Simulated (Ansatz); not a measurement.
`[CH2][Si](F)(F)F` radical, 7 atoms. The species carries charge 0 and has multiplicity 2. All runs use 4 threads of a server CPU on a shared host. Correlated methods freeze the cores. Open-shell runs search over several starts.

Problem. How many basis functions does each run have, and how long does it take in Ansatz? UKS PBE0-D4/def2-QZVPP energy; UKS PBE0-D4/def2-TZVPP energy; UHF-MP2/def2-QZVPP energy; UKS ωB97X-V/def2-TZVPP energy; UHF-CCSD(T)/def2-SVP energy; UKS PBE0-D4/def2-SVP energy; UHF-CCSD(T)/def2-TZVPP energy; UKS ωB97M-V/def2-QZVPP energy; direct RPA on PBE orbitals/def2-TZVPP energy; UKS ωB97M-V/def2-SVP energy; UKS revPBE-D4/def2-TZVPP energy; UKS PBE0-D4/def2-TZVP frequencies. (Estimate.)

Solution. Computed: Other jobs shared the machine, so times are rough.

```tsv
level	job	functions	wall time	peak host memory (GiB)
UKS PBE0-D4/def2-SVP	energy	84	1.9 s	0.22
UKS revPBE-D4/def2-TZVPP	energy	194	3.4 s	0.27
UKS PBE0-D4/def2-TZVPP	energy	194	4.9 s	0.53
direct RPA on PBE orbitals/def2-TZVPP	energy	194	7 s	0.46
UKS ωB97M-V/def2-SVP	energy	84	7.5 s	0.39
UKS ωB97X-V/def2-TZVPP	energy	194	12 s	0.71
UHF-CCSD(T)/def2-SVP	energy	84	13 s	0.59
UKS PBE0-D4/def2-QZVPP	energy	358	13 s	1.3
UHF-MP2/def2-QZVPP	energy	358	23 s	1.6
UKS ωB97M-V/def2-QZVPP	energy	358	28 s	1.6
UKS PBE0-D4/def2-TZVP	frequencies	173	2.1 min	0.48
UHF-CCSD(T)/def2-TZVPP	energy	194	6.3 min	6.5
```
